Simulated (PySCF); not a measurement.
Species: C4H12N2Si.
Numbering: `[CH3:1][CH2:2]/[C:3]([CH3:4])=[N:5]\[NH:6][SiH3:7]` (hydrogens: H8, H9, H10 on C1; H11, H12 on C2; H13, H14, H15 on C4; H16 on N6; H17, H18, H19 on Si7)

Cartesian coordinates in Å at the GFN2-xTB level; atoms count from 1:
```
atom  x, y, z in Å
C1    -1.6527    1.3466    0.7367
C2    -1.2496    0.7203   -0.6012
C3    -0.5386   -0.6003   -0.3965
C4    -1.3758   -1.8365   -0.5099
N5     0.6891   -0.7609   -0.1188
N6     1.5505    0.2659    0.0280
Si7    3.2167   -0.0533    0.3672
H8    -0.7826    1.4917    1.3742
H9    -2.1317    2.3110    0.5774
H10   -2.3500    0.6969    1.2609
H11   -0.6042    1.4147   -1.1496
H12   -2.1424    0.5520   -1.2057
H13   -2.2041   -1.7960    0.1969
H14   -0.7694   -2.7125   -0.3022
H15   -1.7926   -1.9186   -1.5137
H16    1.1896    1.2030   -0.1257
H17    3.3214   -0.7849    1.6294
H18    3.7857    1.2928    0.4613
H19    3.8310   -0.8226   -0.7164
```

Computed with TDDFT wB97X-D/def2-SVPD, vertical, gas phase, core orbitals frozen in the response in PySCF. GFN2-xTB frequencies show an imaginary mode (25i cm⁻¹), so this geometry is no minimum at that level.

Kohn–Sham orbitals with the atoms that hold most of them (Löwdin shares over 4%, at most four atoms; ? is withheld):

| orbital | ε (eV) | atoms |
| --- | --- | --- |
| HOMO-3 | -11.60 | Si7 20%, H18 17%, C2 12%, C1 7% |
| HOMO-2 | -11.31 | Si7 28%, H17 18%, H19 17%, N5 13% |
| HOMO-1 | -9.26 | N5 54%, N6 12%, C3 11%, C2 8% |
| HOMO | -8.02 | ? |
| LUMO | ? | ? |
| LUMO+1 | 2.24 | Si7 26%, N5 17%, C3 16%, N6 7% |
| LUMO+2 | 2.52 | Si7 54%, H19 11%, H17 11%, H18 10% |

(1) Give the leading atoms of the LUMO.

(2) Which atoms hold the HOMO, and with what shares?

(3) What is the LUMO energy, and the HOMO–LUMO gap?

Results:

(1) Si7 (bonded to N and 3 H) 16%; C1 (bonded to C and 3 H) 11%; N5 (bonded to C and N) 9%; C3 (bonded to 2 C and N) 8%. By element: carbon 20% or more, silicon 16%, nitrogen 9% or more.

(2) N6 (bonded to N, Si and H) 37%; C3 (bonded to 2 C and N) 19%; N5 (bonded to C and N) 19%; Si7 (bonded to N and 3 H) 6%. By element: nitrogen 56%, carbon 19% or more, silicon 6%.

(3) ε(LUMO) = 1.92 eV; the gap is 9.94 eV (0.3652 hartree).

The HOMO–LUMO gap is 9.94 eV. Where does the response calculation put the lowest singlet, and from which orbitals?

S1 is at 5.75 eV (f = 0.044), 4.19 eV below the gap, made of HOMO→LUMO (81%). 

Give energy, strength and leading configuration of S1 and S3, and follow the Löwdin shares of the leading atoms from the occupied to the empty orbital.

- S1 (5.75 eV, f 0.044), HOMO→LUMO (81%): N6 37% → at most 9%, C3 19% → 8%, Si7 6% → 16%, C1 at most 6% → 11%
- S3 (6.09 eV, f 0.359), HOMO→LUMO+1 (84%): N6 37% → 7%, C3 19% → 16%, Si7 6% → 26%, N5 19% → 17%

One conformer stands for the species.
